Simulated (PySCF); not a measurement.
**Computed properties of C3HBr2Cl, SMILES ClC=C=C(Br)Br**

C3HBr2Cl, SMILES ClC=C=C(Br)Br. Geometry optimised at PBE0-D3(BJ)/def2-SVP. This is a generated structure with no PubChem entry under its InChIKey; it may be hypothetical. The values are those of a single conformer. All values are computed for the isolated molecule unless a solvent is named; none is compared with measurement here.

**Structure.** The optimised structure has Cs symmetry. All 15 harmonic modes at PBE0-D3(BJ)/def2-SVP (PySCF) are real, so it is a minimum. With heavy atoms numbered as in [Cl:1][CH:2]=[C:3]=[C:4]([Br:5])[Br:6], the shortest bond between them is C3–C4 at 1.304 Å and the longest C4–Br6 at 1.883 Å.

**Vibrations.** The strongest infrared lines (harmonic, unscaled, degenerate partners summed) lie at 2078 cm⁻¹ (208 km/mol, C 99 %), 798 cm⁻¹ (186 km/mol, C 88 %), 793 cm⁻¹ (125 km/mol, C 74 %, Cl 20 %). The softest mode is at 63 cm⁻¹ and the zero-point energy is 17.9 kcal/mol.

**Electronic structure.** HF/def2-TZVP (PySCF) places the frontier levels at -10.14 and 2.18 eV, a gap of 12.32 eV, and gives a dipole moment of 1.27 D and a mean polarisability of 91.2 bohr³. PBE/def2-TZVP (PySCF) at the same geometry gives -6.46 and -2.51 eV, so its gap is 8.37 eV narrower. An orbital gap is neither the optical nor the fundamental gap.

**Excitations.** TDDFT-ωB97X/def2-SVPD (PySCF) has S1 at 4.70 eV (264 nm, f = 0.000, dark); the most intense of the 10 singlets computed lies at 6.56 eV (f = 1.01). T1 (TDA) is at 3.87 eV. TDDFT-PBE/def2-SVPD (PySCF) puts S1 at 4.02 eV. No vertical singlet excitation falls in the visible range (under 3.1 eV).

**NMR.** GIAO shifts at KT2/pcSseg-1 (PySCF) (non-relativistic, atoms alike by connectivity averaged): ¹³C from 101.4 to 209.8 ppm against TMS; ¹H at 6.7 ppm against TMS. Without spin–orbit terms, shifts of atoms bonded to Cl or Br come out too high.

**Solvation.** SMD-M06-2X/def2-SVP (PySCF) gives -0.9 kcal/mol in water, -6.1 kcal/mol in benzene, -5.5 kcal/mol in acetonitrile (1 M in both phases, gas-phase geometry); of these solvents benzene holds the molecule best.
